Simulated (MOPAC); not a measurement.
MOPAC input (PM6):

```
PM6 1SCF CHARGE=1 GEO-OK AUX(PRECISION=9) THREADS=1
BrPb

Pb   -0.00000000 1   -0.00000000 1   -0.78916918 1
Br    0.00000000 1    0.00000000 1    1.84891064 1
```

From the last part of the output:

```
                                                       MOPAC v23.2.5 Linux

          FINAL HEAT OF FORMATION =        186.33682 KCAL/MOL =     779.63327 KJ/MOL

          COSMO AREA              =        100.39 SQUARE ANGSTROMS
          COSMO VOLUME            =         87.15 CUBIC ANGSTROMS

          IONIZATION POTENTIAL    =         15.086737 EV
          HOMO LUMO ENERGIES (EV) =        -15.087 -7.183
          NO. OF FILLED LEVELS    =          5
          MOLECULAR WEIGHT        =        287.1040         POINT GROUP:  C*v

          MOLECULAR DIMENSIONS (Angstroms)

            Atom       Atom       Distance
           Br     2   Pb     1     2.63808
           Br     2   Pb     1     0.00000
           Pb     1   Br     2     0.00000

          SCF CALCULATIONS        =          1

   ATOM   CHEMICAL          X               Y               Z
  NUMBER   SYMBOL      (ANGSTROMS)     (ANGSTROMS)     (ANGSTROMS)

     1      Pb         -0.00000000  *  -0.00000000  *  -0.78916918  *
     2      Br          0.00000000  *   0.00000000  *   1.84891064  *

                             CARTESIAN COORDINATES

   1   Pb       -0.000000000    -0.000000000    -0.789169180
   2   Br        0.000000000     0.000000000     1.848910640

           Empirical Formula: Pb Br  =     2 atoms

      MOLECULAR POINT GROUP   :   C*v

                  EIGENVALUES
 -31.38610 -24.35790 -15.13637 -15.08674 -15.08674  -7.18320  -7.18320  -6.47705
 109.19050 109.29543 109.29543 109.65703 109.65703

              NET ATOMIC CHARGES AND DIPOLE CONTRIBUTIONS

  ATOM NO.   TYPE          CHARGE      No. of ELECS.   s-Pop       p-Pop       d-Pop
    1         Pb           1.158412        2.8416     1.97738     0.86420
    2         Br          -0.158412        7.1584     1.96327     5.19316     0.00199
 DIPOLE           X         Y         Z       TOTAL
 POINT-CHG.     0.000     0.000    -5.534     5.534
 HYBRID        -0.000    -0.000     1.554     1.554
 SUM           -0.000    -0.000    -3.980     3.980

          ATOMIC ORBITAL ELECTRON POPULATIONS

     Atom    s        px        py        pz      x^2-y^2     xz        z^2       yz        xy
    1 Pb   1.97738   0.15766   0.15766   0.54888
    2 Br   1.96327   1.84197   1.84197   1.50922   0.00000   0.00037   0.00124   0.00037   0.00000

 **********************
 *                    *
 * JOB ENDED NORMALLY *
 *                    *
 **********************

 == MOPAC DONE ==
```

The dipole moment of an ion depends on the origin.
